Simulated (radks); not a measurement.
Results of a calculation; reference values are marked as such.
Ho54+, 13 electrons, occupied as [Ne] 3s2 3p1 (the NIST ground configuration).

Code: a radial shooting solver on a logarithmic mesh with Libxc functionals. Model: Dirac Kohn-Sham, PBE, spin-unpolarised, spherical densities, finite nucleus; open shells fill j = l - 1/2 first; Fermi nuclear charge, rms radius 5.2022 fm.

Energy parts (hartree):
total: -9497.6617
kinetic: 10693.0121
electron-nucleus: -20971.6880
Hartree: 914.5910
exchange-correlation: -133.5768

Orbitals (lengths in bohr, moments of r in powers of bohr; r(max) is where P^2 peaks):
orbital  occ.  eigenvalue (hartree)      <r>       <r^4>   r(max)  small-component weight
1s1/2       2             -2188.596  0.02073   9.228e-07  0.01311                6.28e-02
2s1/2       2             -484.5228  0.08629   0.0001338  0.07426                1.44e-02
2p1/2       2             -470.2056  0.07177  0.00008125  0.05578                1.43e-02
2p3/2       4             -437.7393  0.07864   0.0001084  0.06177                1.33e-02
3s1/2       2             -196.5644   0.2083    0.003590   0.1987                5.63e-03
3p1/2       1             -191.4321   0.1960    0.003026   0.1852                5.57e-03
3p3/2       0             -182.8433   0.2061    0.003639   0.1957                5.29e-03

The highest occupied level is 3p1/2 at -5209.1 eV. Summed over all electrons, <r^2> = 0.2052 bohr^2, which gives a Langevin (diamagnetic) susceptibility term of -0.162 x 10^-6 cm^3/mol. The density falls to 0.001 e/bohr^3 at r = 0.59 bohr.
